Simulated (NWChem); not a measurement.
Polarisability of hydrogen telluride (H₂Te)

```xyz
3

Te     0.0000     0.0000     0.0441
H     -1.1845     0.0000    -1.1474
H      1.1845     0.0000    -1.1474
```
Charge 0, spin multiplicity 1.

Program: NWChem. The geometry was optimised at PBE/def2-SVP with def2 effective core potentials on Te, a minimum by its harmonic frequencies.

Basis set: def2-SVPD. The field's frequency is 0.0773 Ha (589 nm).

Effective core potentials replace the inner electrons of Te; spin-orbit coupling is left out. The correlated methods keep 4 core orbitals frozen. B3LYP has NWChem's definition, with VWN1-RPA local correlation. Coupled-cluster values serve here as a point of comparison, not as the truth.

| method | isotropic polarisability (bohr³) |
|---|---|
| PBE | … |
| HF | 45.51 |
| PBE0 | … |
| B3LYP | 47.32 |
| CCSD linear response | … |

Problem. Some entries are withheld; supply them.

Solution. 
- PBE, isotropic polarisability (bohr³): 48.33
- PBE0, isotropic polarisability (bohr³): 46.79
- CCSD linear response, isotropic polarisability (bohr³): 46.91
